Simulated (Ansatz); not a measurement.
Relaxation of Ti2S⁺ with UKS r2SCAN-D4/def2-TZVP.

```sh
$ ansatz run in.yaml --threads 4 --pin off --events-out ev --progress --plain --max-ram 3916MiB
```

```yaml
crystal:
  periodic: [false, false, false]
  atoms:
    - {symbol: Ti, position_ang: [1.097670, 1.541300, 0.945770]}
    - {symbol: Ti, position_ang: [-0.821900, 0.243780, -0.399750]}
    - {symbol: S, position_ang: [-0.275780, -1.785080, -0.546020]}
basis:
  gaussian: {orbitals: def2-TZVP}
total_charge: 1
magnetization: {spin_polarized: true, initial_magnetization: 1}
hamiltonian: {xc: r2scan, dispersion: d4}
scf: {lower_state_search: "off"}
output: {orbitals: {seedname: orbitals}}
relax: {f_tol: 0.02, max_steps: 100}
```

It took 45 s on 4 threads of Arm Neoverse V2 on a shared host.

Positions (Å) and forces (eV/Å) at steps 1, 2, 3, 4, 5, 6, 7, 8, 10 of 10:

```xyz
3
step=1 energy=-57054.5273 eV
Ti    1.098    1.541    0.946    0.465   -0.229    0.206
Ti   -0.822    0.244   -0.400   -0.658   -0.965   -0.576
S    -0.276   -1.785   -0.546    0.193    1.194    0.370
3
step=2 energy=-57054.8594 eV
Ti    1.118    1.393    0.924    0.085   -0.546   -0.073
Ti   -0.959    0.265   -0.471   -0.450   -0.117   -0.274
S    -0.159   -1.658   -0.454    0.364    0.663    0.347
3
step=3 energy=-57055.2041 eV
Ti    1.126    1.237    0.894   -0.225   -0.876   -0.317
Ti   -1.082    0.293   -0.533   -0.162   -0.102   -0.112
S    -0.044   -1.530   -0.362    0.388    0.977    0.429
3
step=4 energy=-57055.6430 eV
Ti    1.107    1.077    0.849   -0.380   -1.103   -0.453
Ti   -1.164    0.310   -0.574   -0.258    0.176   -0.103
S     0.057   -1.387   -0.275    0.638    0.927    0.556
3
step=5 energy=-57056.1207 eV
Ti    1.069    0.911    0.791   -0.322   -0.888   -0.373
Ti   -1.229    0.335   -0.604   -0.185    0.129   -0.074
S     0.160   -1.247   -0.187    0.507    0.758    0.447
3
step=6 energy=-57056.1037 eV rejected
Ti    1.011    0.742    0.722    0.664    1.756    0.754
Ti   -1.270    0.361   -0.621   -0.286    0.337   -0.084
S     0.259   -1.102   -0.100   -0.378   -2.093   -0.671
3
step=7 energy=-57056.2537 eV
Ti    1.036    0.827    0.754   -0.036   -0.162   -0.056
Ti   -1.250    0.355   -0.611   -0.115    0.078   -0.046
S     0.214   -1.182   -0.143    0.150    0.084    0.102
3
step=8 energy=-57056.2570 eV
Ti    1.035    0.812    0.750    0.007    0.029    0.010
Ti   -1.263    0.360   -0.617    0.057   -0.052    0.020
S     0.227   -1.172   -0.133   -0.064    0.024   -0.030
3
step=10 energy=-57056.2573 eV
Ti    1.036    0.815    0.752   -0.001   -0.003   -0.001
Ti   -1.260    0.358   -0.617    0.001   -0.002    0.000
S     0.224   -1.172   -0.135   -0.001    0.006    0.001
```

The charge 1 doublet is spin-contaminated (final ⟨S²⟩ up to 2.20, 0.75 for a pure state). The relaxation made no stability test and no search for a lower SCF solution. At r2SCAN-D4/def2-TZVP a quartet of charge 1 lies 0.07 eV below the doublet, each at its own geometry. The structure comes from a short search, and lower isomers may exist.
